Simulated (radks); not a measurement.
Radial electron density D(r) = 4 pi r^2 rho(r) of an atom or ion with 52 electrons. All-electron calculation, scalar-relativistic Kohn-Sham, exchange-only r2SCAN, spin-polarised, spherical densities, finite nucleus; meta-GGA in the generalised Kohn-Sham scheme; Fermi nuclear charge, rms radius of each element as measured or else 0.836 A^(1/3) + 0.57 fm. Program: a radial shooting solver on a logarithmic mesh with Libxc functionals.

r (bohr),D(r) (e/bohr),spin D(r)
0.001792,6.407,-0.0000223
0.002053,7.975,-0.0000254
0.002371,10.01,-0.0000279
0.002716,12.34,-0.0000282
0.003112,15.13,-0.0000245
0.003594,18.64,-0.0000123
0.004117,22.53,0.0000128
0.004755,27.27,0.0000640
0.005447,32.35,0.000151
0.006241,37.94,0.000298
0.007208,44.29,0.000559
0.008258,50.50,0.000960
0.009461,56.64,0.00159
0.01093,62.67,0.00263
0.01252,67.50,0.00414
0.01446,71.24,0.00653
0.01656,73.11,0.00983
0.01898,73.21,0.0145
0.02191,71.56,0.0212
0.02511,68.88,0.0296
0.029,65.91,0.0407
0.03322,64.23,0.0530
0.03806,64.85,0.0660
0.04395,68.83,0.0784
0.05036,75.57,0.0860
0.05769,83.88,0.0862
0.06663,91.80,0.0753
0.07633,95.70,0.0541
0.08816,94.07,0.0248
0.101,87.37,0.000705
0.1157,78.36,-0.00640
0.1336,70.89,0.0172
0.1531,69.35,0.0698
0.1754,73.52,0.134
0.2026,79.95,0.177
0.2321,81.74,0.163
0.268,74.43,0.0898
0.3071,59.76,0.0139
0.3518,43.24,0.00325
0.4063,31.08,0.111
0.4655,27.85,0.282
0.5376,30.52,0.407
0.6159,33.01,0.354
0.7057,31.41,0.157
0.815,25.23,-0.0290
0.9337,17.98,0.0207
1.07,12.09,0.375
1.235,8.459,0.960
1.415,6.782,1.44
1.635,5.555,1.62
1.873,4.229,1.42
2.146,2.768,1.01
2.478,1.439,0.549
2.839,0.6229,0.243
3.252,0.2127,0.0832
3.756,0.05141,0.0197
4.303,0.01001,0.00369
4.97,0.001249,0.000427
5.694,0.0001204,0.0000371

What is the nuclear charge?

Answer. Z = 56. The innermost maximum, from 1s, lies near gamma/Z bohr with gamma = sqrt(1 - (Z/c)^2) = 0.913, here 0.0163 bohr (found: 0.0178), and its height grows with Z. The density is that of the barium ion Ba4+ in [Kr] 4d10 5s2 5p4; the configuration itself is not fixed sharply by these data, and Z only to a few units. D(r) has 4 maxima, at r = 0.0178, 0.0788, 0.225, 0.631 bohr, and minima at 0.0346, 0.148, 0.462 bohr, inside which lie 1.97, 11.20, 28.95 electrons.
